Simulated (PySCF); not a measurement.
C2H5InO, SMILES [InH]([OH])[CH]=C.

Geometry optimised at PBE0-D3(BJ)/def2-SVP. The structure was generated by enumeration; whether it is a known compound was not checked. The def2 effective core potentials stand for the cores of In; spin–orbit coupling is left out. Other conformers were not sampled.

Calculation: TDDFT-PBE/def2-SVPD in PySCF 2.14.0.

Vertical excitations. Gas-phase values at a fixed geometry. State labels are in the subgroup Cs.

```json
[
 {"state": "S1", "symmetry": "A\"", "energy (eV)": "4.36", "λ (nm)": "284", "f": "0.000", "main pairs": "HOMO−1→LUMO 99 %"},
 {"state": "S2", "symmetry": "A'", "energy (eV)": "4.52", "λ (nm)": "274", "f": "0.015", "main pairs": "HOMO→LUMO 93 %"},
 {"state": "S3", "symmetry": "A\"", "energy (eV)": "5.04", "λ (nm)": "246", "f": "0.003", "main pairs": "HOMO−3→LUMO 99 %"},
 {"state": "S4", "symmetry": "A\"", "energy (eV)": "5.40", "λ (nm)": "230", "f": "0.015", "main pairs": "HOMO→LUMO+1 98 %"},
 {"state": "S5", "symmetry": "A'", "energy (eV)": "5.41", "λ (nm)": "229", "f": "0.034", "main pairs": "HOMO−2→LUMO 74 %"},
 {"state": "S6", "symmetry": "A'", "energy (eV)": "5.75", "λ (nm)": "216", "f": "0.147", "main pairs": "HOMO−1→LUMO+1 74 %"},
 {"state": "S7", "symmetry": "A\"", "energy (eV)": "5.95", "λ (nm)": "208", "f": "0.013", "main pairs": "HOMO−1→LUMO+2 55 %, HOMO−2→LUMO+1 42 %"},
 {"state": "S8", "symmetry": "A\"", "energy (eV)": "6.03", "λ (nm)": "206", "f": "0.014", "main pairs": "HOMO−2→LUMO+1 56 %, HOMO−1→LUMO+2 43 %"},
 {"state": "S9", "symmetry": "A'", "energy (eV)": "6.10", "λ (nm)": "203", "f": "0.003", "main pairs": "HOMO→LUMO+2 62 %, HOMO−3→LUMO+1 17 %"},
 {"state": "S10", "symmetry": "A\"", "energy (eV)": "6.41", "λ (nm)": "194", "f": "0.008", "main pairs": "HOMO→LUMO+3 99 %"},
 {"state": "T1", "symmetry": "A'", "energy (eV)": "3.94", "λ (nm)": "314", "f": "0", "main pairs": "HOMO→LUMO 81 %, HOMO−2→LUMO 15 %"},
 {"state": "T2", "symmetry": "A\"", "energy (eV)": "4.07", "λ (nm)": "305", "f": "0", "main pairs": "HOMO−1→LUMO 99 %"},
 {"state": "T3", "symmetry": "A'", "energy (eV)": "4.26", "λ (nm)": "291", "f": "0", "main pairs": "HOMO−2→LUMO 74 %, HOMO→LUMO 18 %"},
 {"state": "T4", "symmetry": "A\"", "energy (eV)": "4.81", "λ (nm)": "258", "f": "0", "main pairs": "HOMO−3→LUMO 95 %"}
]
```
Triplets are in the Tamm–Dancoff approximation, which puts them higher than full response would, so one can lie above its singlet here.
